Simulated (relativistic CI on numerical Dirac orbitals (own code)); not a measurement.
**Line list: Electric-dipole lines, Se IX**

Calculated at this level of theory: Dirac-Coulomb-Breit CI, KLI orbitals optimised for each configuration, QED by a radiative potential, unscaled Slater integrals (own radial code, finite nucleus).

Configuration list (outside the closed core [Ne]): 3s2 3p6 3d8, 3s2 3p5 3d9, 3s2 3p6 3d7 4s, 3s2 3p4 3d10, 3s 3p6 3d9, 3s2 3p6 3d7 4p, 3s2 3p6 3d6 4s2, 3s2 3p6 3d7 4d, 3s2 3p6 3d6 4s 4p, 3p6 3d10, 3s2 3p6 3d7 5s, 3s2 3p6 3d6 4p2, 3s2 3p6 3d7 4f, 3s2 3p6 3d7 5p, 3s2 3p6 3d6 4s 4d, 3s2 3p6 3d7 5d. Levels of other configurations are missing.

```
λ vac (Å)                      Lower                       Upper   A (s⁻¹)  log gf  S velocity/length
   105.42       3s2 3p6 3d8 3F_3 [2]     3s2 3p5 3d9 3D°_2 [167]  1.01e+11   -0.08               0.68
   108.64       3s2 3p6 3d8 3F_4 [1]     3s2 3p5 3d9 3D°_3 [159]  1.25e+11    0.19               0.71
   121.94       3s2 3p6 3d8 3F_4 [1]   3s2 3p6 3d7 4p 3G°_5 [87]  3.73e+10   -0.04               0.95
   122.00       3s2 3p6 3d8 3F_3 [2]  3s2 3p6 3d7 4p 3G°_4 [102]  4.16e+10   -0.08               0.95
   123.60       3s2 3p6 3d8 3F_4 [1]   3s2 3p6 3d7 4p 3F°_4 [73]  4.99e+10    0.01               0.90
   125.93       3s2 3p6 3d8 1G_4 [8]  3s2 3p6 3d7 4p 1G°_4 [127]  9.14e+10    0.29               0.86
   453.36  3s2 3p6 3d7 4p 5G°_5 [55]   3s2 3p6 3d7 4d 5H_6 [177]  1.70e+10    0.83               0.98
   457.00  3s2 3p6 3d7 4p 5G°_6 [54]   3s2 3p6 3d7 4d 5H_7 [174]  1.86e+10    0.94               0.98
   459.44  3s2 3p6 3d7 4p 3G°_5 [63]   3s2 3p6 3d7 4d 3H_6 [186]  1.80e+10    0.87               0.98
   662.18   3s2 3p6 3d7 4s 5F_5 [10]   3s2 3p6 3d7 4p 5G°_6 [54]  4.31e+09    0.57               0.98
   677.93   3s2 3p6 3d7 4s 5F_4 [11]   3s2 3p6 3d7 4p 5G°_5 [55]  3.21e+09    0.39               0.98
   681.18   3s2 3p6 3d7 4s 5F_3 [12]   3s2 3p6 3d7 4p 5G°_4 [58]  3.05e+09    0.28               0.97
   681.21   3s2 3p6 3d7 4s 3G_5 [21]   3s2 3p6 3d7 4p 3H°_6 [82]  3.81e+09    0.54               1.00
   688.54   3s2 3p6 3d7 4s 3H_6 [28]  3s2 3p6 3d7 4p 3I°_7 [105]  3.93e+09    0.62               1.00
   689.06   3s2 3p6 3d7 4s 3F_4 [15]   3s2 3p6 3d7 4p 3F°_4 [64]  3.15e+09    0.30               0.94
   690.07   3s2 3p6 3d7 4s 3F_3 [16]   3s2 3p6 3d7 4p 3G°_4 [66]  3.36e+09    0.33               0.99
   690.78   3s2 3p6 3d7 4s 3F_4 [15]   3s2 3p6 3d7 4p 3G°_5 [63]  3.03e+09    0.38               0.99
   695.57   3s2 3p6 3d7 4s 5F_4 [11]   3s2 3p6 3d7 4p 5D°_4 [51]  2.59e+09    0.23               0.96
   707.35   3s2 3p6 3d7 4s 5F_5 [10]   3s2 3p6 3d7 4p 5F°_5 [48]  3.21e+09    0.42               0.96
   713.29   3s2 3p6 3d7 4s 5F_5 [10]   3s2 3p6 3d7 4p 5D°_4 [47]  2.70e+09    0.27               0.94
```

Terms are leading LS components. Brackets give the number of a level in order of energy, since labels repeat. The list gives strong lines, with weight on those to low levels, among the lowest 200 of 2259 levels, so that lines to higher ones, which can be the strongest, are missing. Levels whose partners in the same complex of configurations lie outside the list can be far off, and so can their lines. Rates are taken at the computed energies, electric ones in the length gauge. A velocity-to-length ratio far from 1 marks an uncertain rate.

At this charge configurations can still be misplaced by up to about 7 % of their energy. Terms inside the open d or f shell come out 10 to 20 % too wide with unscaled integrals.

LS names give the leading component of a level, which can be under half, so a name can repeat, a term be missing and a line seem to break the LS rules.
